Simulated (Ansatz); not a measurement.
Geometry optimisation, DFT PBE-D3(BJ), scalar-relativistic, plane waves, PAW in Ansatz.

Input:

```yaml
crystal:
  lattice:
    - [6.214465, 0.0, 0.0]
    - [0.0, 6.214465, 0.0]
    - [0.0, 0.0, 6.214465]
  atoms:
    - { symbol: H, position: [0.6857084, 0.0138676, 0.7128162] }
    - { symbol: H, position: [0.7419459, 0.1051863, 0.7635033] }
    - { symbol: H, position: [0.7796379, 0.1311923, 0.1077244] }
    - { symbol: H, position: [0.7736363, 0.2459901, 0.0784601] }
    - { symbol: H, position: [0.580975, 0.3735147, 0.6096639] }
    - { symbol: H, position: [0.5563832, 0.3859915, 0.4942927] }
    - { symbol: H, position: [0.3145239, 0.5761794, 0.2487172] }
    - { symbol: H, position: [0.3428398, 0.467783, 0.2097381] }
    - { symbol: H, position: [0.0278094, 0.683234, 0.2852356] }
    - { symbol: H, position: [0.0020901, 0.7639578, 0.2022107] }
    - { symbol: H, position: [0.7430011, 0.5894334, 0.5323356] }
    - { symbol: H, position: [0.7289137, 0.5682214, 0.4164799] }
    - { symbol: H, position: [0.0443188, 0.2660227, 0.5851818] }
    - { symbol: H, position: [0.0596049, 0.2489151, 0.4688005] }
    - { symbol: H, position: [0.3542801, 0.5687914, 0.8070769] }
    - { symbol: H, position: [0.3653821, 0.5162854, 0.7012903] }
    - { symbol: H, position: [0.0137818, 0.696868, 0.6233882] }
    - { symbol: H, position: [0.0962317, 0.7739044, 0.5868048] }
    - { symbol: H, position: [0.9532927, 0.892121, 0.9750375] }
    - { symbol: H, position: [0.8376558, 0.8714095, 0.9586035] }
basis:
  ecutwfc: 420.0
kpoints:
  mp_grid: { grid: [1, 1, 1] }
hamiltonian:
  xc: pbe
  dispersion: d3bj
scf:
  occupations: { method: fermi_dirac, width: 0.02 }
  lower_state_search: "off"
relax:
  f_tol: 0.3
  max_steps: 15
  adjacent_minimum: "off"
```

Run as:

```bash
$ ansatz run input.yaml --threads 1 --pin off --max-ram 3072MiB --backend cpu --events-out ev --progress --plain --runs-dir out
```

Q: Where does it end, and by what steps?

A: The run converged. The threshold is loose, so the end isn't yet a minimum. The force dipped under the threshold on the way, but the program's further checks kept it going. Limits of this set-up: coarse k mesh. After 9 steps the energy has fallen by 1.441 eV; H17 moved furthest, 1.35 Å.

```tsv
step	energy less start (eV)	largest force component (eV/Å)	accepted
0	0.0000	0.983	yes
1	-0.5479	0.394	yes
2	-0.8818	0.360	yes
3	-1.0861	0.330	yes
4	-1.1972	0.371	yes
5	-1.2667	0.304	yes
6	-1.3221	0.220	yes
7	-1.3729	0.094	yes
8	-1.4075	0.109	yes
9	-1.4410	0.150	yes
```

```xyz
20
Lattice="6.2145 0.0000 0.0000 0.0000 6.2145 0.0000 0.0000 0.0000 6.2145" Properties=species:S:1:pos:R:3
H 3.436 -0.239 4.428
H 3.853 0.231 4.843
H 4.668 1.137 0.900
H 4.652 1.847 0.655
H 2.775 1.480 3.386
H 2.707 1.881 2.753
H 2.286 3.599 1.184
H 2.566 2.946 0.943
H 0.400 4.501 2.082
H 0.143 4.727 1.413
H 4.247 4.118 3.319
H 4.258 3.918 2.597
H -0.044 1.756 3.836
H -0.034 1.732 3.087
H 2.870 3.300 5.328
H 2.972 2.990 4.652
H 1.200 5.050 4.122
H 1.655 5.475 3.702
H 6.038 5.093 5.579
H 5.295 4.981 5.618
```

Time of the run: 6.5 s on 1 thread of Arm Neoverse V2, on a shared host, peak memory 0.28 GiB.
